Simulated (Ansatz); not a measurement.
PBE exchange is replaced step by step with exact exchange (0 % is PBE, 25 % PBE0; no dispersion term), basis def2-TZVPD, Ansatz. System: [SiI3]- (SiI₃⁻). Charge -1, multiplicity 1. Geometry: r2SCAN-D4/def2-SVPD.

Geometry of the singlet:

```xyz
4

Si    0.5626    0.6281    0.3951
I     0.4227   -1.7780    1.4951
I     1.0321   -0.0514   -2.1210
I    -2.0175    1.2012    0.2308
```

In the def2 sets I takes a core potential; there is no spin–orbit coupling.

| exact exchange (%) | HOMO (eV) | LUMO (eV) | gap (eV) |
| --- | --- | --- | --- |
| 0 | -1.50 | 1.50 | 2.99 |
| 5 | -1.67 | 1.63 | 3.29 |
| 10 | -1.84 | 1.75 | 3.59 |
| 15 | -2.01 | 1.88 | 3.89 |
| 25 | -2.36 | 2.13 | 4.49 |
| 35 | -2.72 | 2.37 | 5.10 |

Task: Fit a straight line to the column «gap (eV)» against the share of exact exchange and predict its value at 50 %.

Result: With x = exact exchange (%) and y = gap (eV): mean x = 15, mean y = 3.892; Σ(x − x̄)(y − ȳ) = 51.2, Σ(x − x̄)² = 850; slope b = 0.06024, intercept a = ȳ − b·x̄ = 2.988. The residuals of the fitted rows reach 0.00. At x = 50 the line gives 2.988 + (0.06024 × 50) = 6.00; the run gave 5.98, 0.02 less than the line.
